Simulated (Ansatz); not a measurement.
C₇H₇F₆GaO₂⁺, that is GaMe2(hfac) with one electron fewer, relaxed as a doublet with UKS PBE-D4/def2-SVP in Ansatz, starting from the PBE-D4/def2-SVP geometry of the neutral singlet. Force threshold 0.03 eV/Å.

Start:

```xyz
23

Ga    1.476   -0.696    0.440
C     2.903   -0.102   -0.774
H     2.493    0.580   -1.544
H     3.371   -0.967   -1.285
H     3.695    0.437   -0.215
C     1.337   -1.882    2.000
H     0.345   -1.770    2.481
H     2.121   -1.650    2.750
H     1.459   -2.940    1.691
O    -0.054   -1.231   -0.770
C    -1.102   -0.547   -0.994
C    -2.064   -1.219   -1.999
F    -2.437   -2.427   -1.537
F    -1.441   -1.389   -3.180
F    -3.177   -0.485   -2.211
C    -1.456    0.697   -0.440
C    -0.640    1.364    0.493
C    -1.123    2.709    1.078
F    -0.188    3.658    0.885
F    -1.328    2.578    2.404
F    -2.275    3.130    0.514
O     0.486    0.992    0.950
H    -2.403    1.157   -0.737
```

```json
{"step": "1", "energy (eV)": "-80076.1936", "largest force component (eV/Å)": "1.163", "SCF passes": "28"}
{"step": "2", "energy (eV)": "-80076.3459", "largest force component (eV/Å)": "0.675", "SCF passes": "26"}
{"step": "3", "energy (eV)": "-80076.4095", "largest force component (eV/Å)": "0.289", "SCF passes": "29"}
{"step": "4", "energy (eV)": "-80076.4318", "largest force component (eV/Å)": "0.301", "SCF passes": "28"}
{"step": "5", "energy (eV)": "-80076.4404", "largest force component (eV/Å)": "0.096", "SCF passes": "27"}
{"step": "6", "energy (eV)": "-80076.4414", "largest force component (eV/Å)": "0.035", "SCF passes": "25"}
{"step": "7", "energy (eV)": "-80076.4417", "largest force component (eV/Å)": "0.012", "SCF passes": "19"}
```

Force components are those of the run's own axes.

End:

```xyz
23

Ga    1.308   -0.616    0.387
C     3.022   -0.240   -0.635
H     2.691    0.440   -1.444
H     3.383   -1.218   -0.999
H     3.709    0.235    0.088
C     1.536   -1.894    1.942
H     0.547   -1.872    2.440
H     2.351   -1.491    2.569
H     1.781   -2.873    1.491
O    -0.129   -1.148   -0.791
C    -1.209   -0.499   -1.026
C    -2.154   -1.201   -2.032
F    -2.489   -2.401   -1.542
F    -1.505   -1.357   -3.193
F    -3.262   -0.475   -2.234
C    -1.568    0.743   -0.460
C    -0.742    1.418    0.463
C    -1.193    2.769    1.071
F    -0.242    3.684    0.855
F    -1.365    2.604    2.390
F    -2.344    3.180    0.520
O     0.399    1.014    0.887
H    -2.524    1.198   -0.747
```

By distances, no bond broke or formed. The bond that changes most is Ga1–O10, from 2.02 to 1.93 Å (atoms count from 1).

No frequencies were taken in this run, so the end may be a saddle point.

Hardware: 2 threads of AMD EPYC 7R13 on a shared host and a share (18 GiB) of an NVIDIA H100 80GB HBM3. Wall time 38 s.
